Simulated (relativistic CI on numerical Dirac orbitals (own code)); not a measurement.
# How well does a small relativistic CI reproduce Ru?

Calculated at this level of theory: Dirac-Coulomb-Breit CI, separate exchange-only KLI orbitals for each configuration, a model potential for QED, valence Slater integrals scaled by 0.85, P86 correlation energy added to each configuration (own radial code, finite nucleus).

Configurations in the expansion (outside the closed core [Kr]): 4d7.5s, 4d6.5s2, 4d7.5p, 4d8, 4d7.5d, 4d7.6s, 4d6.5s.5p, 4d7.6p, 4d7.7s, 4d7.4f, 4d7.7p, 4d7.6d, 4d7.5g, 4d7.5f, 4d7.7d, 4d7.6g. Levels of other configurations are missing.

| Configuration | Term (tabulated) | J | Measured (cm⁻¹) | Computed | Error | Purity (%) |
| --- | --- | --- | --- | --- | --- | --- |
| 4d7.5s | a 5F | 5 | 0.0 | 0 | 0 | 99 |
| 4d7.5s | a 5F | 4 | 1190.6 | 1130 | -61 | 99 |
| 4d7.5s | a 5F | 3 | 2091.5 | 1983 | -109 | 99 |
| 4d7.5s | a 5F | 2 | 2713.2 | 2581 | -132 | 99 |
| 4d7.5s | a 5F | 1 | 3105.5 | 2961 | -145 | 99 |
| 4d7.5s | a 3F | 4 | 6545.0 | 8456 | 1911 | 85 |
| 4d6.5s2 | a 5D | 4 | 7483.1 | 10539 | 3055 | 79 |
| 4d7.5s | a 3F | 3 | 8084.1 | 9940 | 1856 | 86 |
| 4d6.5s2 | a 5D | 3 | 8575.4 | 11657 | 3082 | 93 |
| 4d7.5s | a 5P | 3 | 8770.9 | 10558 | 1787 | 97 |
| 4d6.5s2 | a 5D | 2 | 9057.6 | 12598 | 3541 | 62 |
| 4d7.5s | a 3F | 2 | 9183.7 | 10845 | 1661 | 82 |
| 4d7.5p | z 5D° | 4 | 26312.8 | 22702 | -3611 | 65 |
| 4d7.5p | z 5F° | 5 | 26816.2 | 23114 | -3702 | 84 |
| 4d7.5p | z 5D° | 3 | 27506.6 | 23816 | -3690 | 56 |
| 4d7.5p | z 5F° | 4 | 28014.8 | 24230 | -3785 | 62 |
| 4d7.5p | z 5G° | 6 | 28571.9 | 25175 | -3397 | 92 |
| 4d7.5p | z 5F° | 3 | 28890.5 | 25077 | -3814 | 62 |
| 4d7.5p | z 5F° | 2 | 29427.3 | 25599 | -3829 | 57 |
| 4d7.5p | z 5D° | 0 | 29569.9 | 25753 | -3817 | 78 |
| 4d7.5p | z 5F° | 1 | 29693.6 | 25853 | -3840 | 55 |
| 4d7.5p | z 3G° † | 4 | 29890.9 | 28112 | -1779 | 63 |
| 4d7.5p | z 3F° | 4 | 30348.5 | 27319 | -3030 | 73 |
| 4d7.5p | z 5G° | 3 | 30537.1 | 27101 | -3436 | 84 |
| 4d7.5p | z 5G° † | 2 | 30958.8 | 27483 | -3476 | 90 |
| 4d7.5p | z 5G° † | 4 | 31345.8 | 26490 | -4856 | 71 |
| 4d7.5p | z 3G° † | 3 | 31852.9 | 28733 | -3120 | 78 |

Measured levels from NIST Handbook of Basic Atomic Spectroscopic Data (Sansonetti and Martin, J. Phys. Chem. Ref. Data 34, 1559 (2005)); pairs were made by configuration, J and term (by order where the table uses no LS term), so strongly mixed levels may be paired wrongly.

Mean error by configuration (cm⁻¹): 4d7.5s 846; 4d6.5s2 3226; 4d7.5p -3632. Over the excited levels the mean absolute error is 2604 cm⁻¹ (26 of the 36 excited levels that our extract of the source holds in range could be paired, and the others can miss by more), and the median relative error of those above 1,000 cm⁻¹ is 13 %. Some levels of the ground configuration have no partner. † marks terms whose computed intervals miss the measured ones by more than a factor of 2.5, or configurations far off the rest, from wrong mixing, a near crossing or a doubtful label or measurement; they are left out of the means.

Transition probabilities of persistent lines. The last column rescales the computed rate by the cube of measured over computed energy:

```csv
λ measured (Å),Lower,Upper,A tabulated (s⁻¹),A computed,A rescaled
3498.94 air,4d7.5s a 5F_5,4d7.5p z 5G°_6,8.61e+07,1.18e+08,1.72e+08
3589.22 air,4d7.5s a 5F_1,4d7.5p z 5G°_2,9.11e+07,8.96e+07,1.31e+08
3593.03 air,4d7.5s a 5F_2,4d7.5p z 5G°_3,8.17e+07,8.87e+07,1.30e+08
3596.18 air,4d7.5s a 5F_3,4d7.5p z 3G°_4,4.20e+07,1.39e+07,1.68e+07
3726.93 air,4d7.5s a 5F_4,4d7.5p z 5F°_4,7.53e+07,5.79e+07,9.06e+07
3728.03 air,4d7.5s a 5F_5,4d7.5p z 5F°_5,8.20e+07,7.07e+07,1.10e+08
3730.43 air,4d7.5s a 5F_3,4d7.5p z 5F°_3,7.06e+07,5.97e+07,9.33e+07
3798.90 air,4d7.5s a 5F_4,4d7.5p z 5D°_3,5.98e+07,5.09e+07,7.94e+07
3799.35 air,4d7.5s a 5F_5,4d7.5p z 5D°_4,5.33e+07,5.08e+07,7.91e+07
4199.89 air,4d7.5s a 3F_4,4d7.5p z 3F°_4,3.99e+07,3.94e+07,7.92e+07
```
